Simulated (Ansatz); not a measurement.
Computed with Ansatz.

Basis-set series for `C[CH2][Cd][CH2]C`. The species carries charge 0 and has multiplicity 1. Cd takes the def2 core potential. Geometry: relaxed with PBE0-D4/def2-TZVP. It is one conformer, not always the lowest.

```tsv
functional	basis	functions	energy (Eh)	HOMO (eV)	LUMO (eV)
PBE0-D4	def2-SVP	137	-325.82878	-6.19	-0.10
PBE0-D4	def2-TZVPP	320	-326.04318	-6.22	-0.16
ωB97M-V	def2-SVP	137	-325.84556	-8.29	1.19
ωB97M-V	def2-TZVPP	320	-326.07374	-8.33	1.12
```

(1) Give the rows for def2-QZVPP. (An estimate is asked.)

## Answers

(1) The calculation gave: 
| functional | basis | functions | energy (Eh) | HOMO (eV) | LUMO (eV) |
| --- | --- | --- | --- | --- | --- |
| PBE0-D4 | def2-QZVPP | 616 | -326.05578 | -6.23 | -0.30 |
| ωB97M-V | def2-QZVPP | 616 | -326.08617 | -8.33 | 0.72 |

Positive LUMOs are unbound and depend on the basis.
